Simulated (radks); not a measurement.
Hf II, configuration [Xe] 4f14 5d1 6s2. All-electron calculation, scalar-relativistic Kohn-Sham, PBE, spin-unpolarised, spherical densities, finite nucleus; Fermi nuclear charge, rms radius 5.347 fm. Program: a radial shooting solver on a logarithmic mesh with Libxc functionals. Some entries of the table are withheld. Estimate them.

| orbital | occ. | eigenvalue (eV) | <1/r> (bohr^-1) | r(max) (bohr) |
|---|---|---|---|---|
| 1s | 2 | -65274.66 | 83.78 | 0.01190 |
| 2s | 2 | -11171.59 | 19.56 | 0.06807 |
| 2p | 6 | -9812.582 | 17.85 | 0.05567 |
| 3s | 2 | -2552.668 | 7.238 | 0.1921 |
| 3p | 6 | (1) | 6.712 | 0.1898 |
| 3d | 10 | (2) | 6.350 | 0.1546 |
| 4s | 2 | -521.6745 | 3.066 | 0.4374 |
| 4p | 6 | -388.3911 | 2.792 | 0.4582 |
| 4d | 10 | -215.9926 | 2.475 | 0.4710 |
| 5s | 2 | -76.2977 | 1.174 | 1.015 |
| 5p | 6 | -44.7208 | 0.9805 | 1.157 |
| 4f | 14 | -26.1498 | 1.919 | 0.4547 |
| 6s | 2 | -11.8492 | 0.4045 | 2.735 |
| 5d | 1 | -10.6781 | 0.6006 | 1.628 |

Answer. 
(1) 3p eigenvalue (eV): -2146.486
(2) 3d eigenvalue (eV): -1665.183
